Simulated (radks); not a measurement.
Problem. All-electron calculation, non-relativistic Kohn-Sham, BLYP, spin-polarised, spherical densities, point nucleus; open shells are filled with parallel spins first. Program: a radial shooting solver on a logarithmic mesh with Libxc functionals. Each species is in its NIST ground configuration. Rank Ti4+, Ga4+, Ca4+, Kr4+, Br4+, As4+, Mn4+, V4+, Cr4+, Fe4+, Se4+, Co4+, Sc4+, K4+, Ni4+, Zn4+, Ge4+, Cu4+ by Delta-SCF ionisation energy (eV), largest first.

Solution. Ti4+ 99.096, Sc4+ 91.634, Ge4+ 91.142, Ga4+ 87.747, Zn4+ 84.253, Ca4+ 84.065, K4+ 81.690, Cu4+ 80.652, Co4+ 79.863, Ni4+ 76.941, Fe4+ 76.534, Mn4+ 73.094, Cr4+ 69.520, Se4+ 67.328, V4+ 65.785, Kr4+ 63.918, As4+ 63.271, Br4+ 59.014.
